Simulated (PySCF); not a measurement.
# Excitation energy of Co⁺ by level of theory

Co⁺ [Ar] 3d8 (3F) → Co⁺ [Ar] 3d7 4s1 (5F), as a difference of total energies. Computed with PySCF 2.14 in def2-QZVPPD (11s6p5d4f2g, 100 functions), with no relativity, point nucleus. Correlated levels: valence: [Ar] frozen. The calculations carry no spin-orbit coupling.

| method | excitation energy (cm⁻¹) |
| --- | --- |
| UHF | -9320.9 |
| MP2 (valence) | 7283.3 |
| SCS-MP2 (valence) | 8244.3 |
| CCSD (valence) | 3163.4 |
| CCSD(T) (valence) | 4142.9 |

Problem. How much does correlation contribute at CCSD(T) (valence)?

Solution. 4142.9 − (-9320.9) = 13463.8 cm⁻¹, measured against UHF.

These non-relativistic numbers lack the scalar-relativistic shift.

Errors of the correlated levels include the incompleteness of this basis and the frozen core.

For comparison: 3457.5 cm⁻¹ (measured; NIST levels, between the centres of gravity of the two terms).
